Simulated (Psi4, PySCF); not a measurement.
Here is a job for PySCF.
```python
from pyscf import gto, scf, mp

mol = gto.M(
    atom='''
O    -1.06017647   -0.42035133   -0.00039719
C     0.00193940    0.63730099   -0.02155352
O     1.13549551    0.10277181    0.01219052
H    -0.61418871   -1.28316976    0.03497448
''',
    basis='cc-pvtz',
    charge=-1,
    verbose=4,
)

mf = scf.RHF(mol)
mf.kernel()

pt = mp.MP2(mf, frozen=3)
pt.kernel()
print('E(MP2) = %.10f' % pt.e_tot)
```

Task: Write the same job for Psi4.

Result: Several could match; the one computed here: 
```
memory 2 GB

molecule mol {
-1 1
O    -1.060176   -0.420351   -0.000397
C     0.001939    0.637301   -0.021554
O     1.135496    0.102772    0.012191
H    -0.614189   -1.283170    0.034974
}

set {
  basis cc-pvtz
  reference rhf
  freeze_core true
  mp2_type conv
  scf_type pk
  puream true
  d_convergence 1e-8
}

energy('mp2')
print_variables()
```

Both were run: PySCF gave -188.836363 Eh and Psi4 -188.836363 Eh, 0.000 mEh apart.
